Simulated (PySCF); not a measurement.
diethyl ether cation (C4H10O), SMILES CCOCC (connectivity only; charge and spin as stated), charge +1, multiplicity 2. Atoms are numbered in the order given.

```xyz
15

C     -0.2710     2.3082    -0.0405
C      0.6396     1.0472    -0.1630
O      0.0000     0.0000     0.5300
C     -0.6396    -1.0472    -0.1630
C      0.2710    -2.3082    -0.0405
H     -1.2151     2.1407    -0.5758
H     -0.4583     2.5498     1.0131
H      0.2972     3.1222    -0.5161
H      0.8128     0.7698    -1.2129
H      1.5725     1.2406     0.3923
H     -0.8128    -0.7698    -1.2129
H     -1.5725    -1.2406     0.3923
H     -0.2972    -3.1222    -0.5161
H      0.4583    -2.5498     1.0131
H      1.2151    -2.1407    -0.5758
```
Charge +1, spin multiplicity 2.

Geometry optimised at TPSSh-D3(BJ)/def2-SVP. The spin state was assumed, not searched. The values are those of a single conformer.

Method: B3LYP/pcH-1 (PySCF).

Unrestricted Kohn–Sham, ⟨S²⟩ = 0.754. Hyperfine tensors hold the contact and dipolar terms, without spin-orbit corrections.

Task: Estimate the hyperfine couplings. (An estimate is asked for; the answer gives what the named calculation found.)

Result: 
| nucleus | A(iso) (MHz) | A(iso) (G) | dipolar principal values (MHz) |
|---|---|---|---|
| 13C no. 1 | 36.3 | 12.9 | -13.7, -13.5, 27.2 |
| 13C no. 2 | -25.3 | -9.0 | -11.2, -5.2, 16.5 |
| 17O no. 3 | -61.0 | -21.8 | -211.7, 104.7, 107.0 |
| 13C no. 4 | -25.3 | -9.0 | -11.2, -5.2, 16.5 |
| 13C no. 5 | 36.3 | 12.9 | -13.7, -13.5, 27.2 |
| 1H no. 6 | -0.1 | 0.0 | -7.6, 0.4, 7.2 |
| 1H no. 7 | -8.5 | -3.0 | -7.5, -2.0, 9.5 |
| 1H no. 8 | 35.7 | 12.7 | -6.8, -2.1, 8.8 |
| 1H no. 9 | 11.9 | 4.2 | -5.4, -4.1, 9.5 |
| 1H no. 10 | 101.0 | 36.0 | -7.9, -4.3, 12.2 |
| 1H no. 11 | 11.9 | 4.2 | -5.4, -4.1, 9.5 |
| 1H no. 12 | 101.0 | 36.0 | -7.9, -4.3, 12.2 |
| 1H no. 13 | 35.7 | 12.7 | -6.8, -2.1, 8.8 |
| 1H no. 14 | -8.5 | -3.0 | -7.5, -2.0, 9.5 |
| 1H no. 15 | -0.1 | 0.0 | -7.6, 0.4, 7.2 |
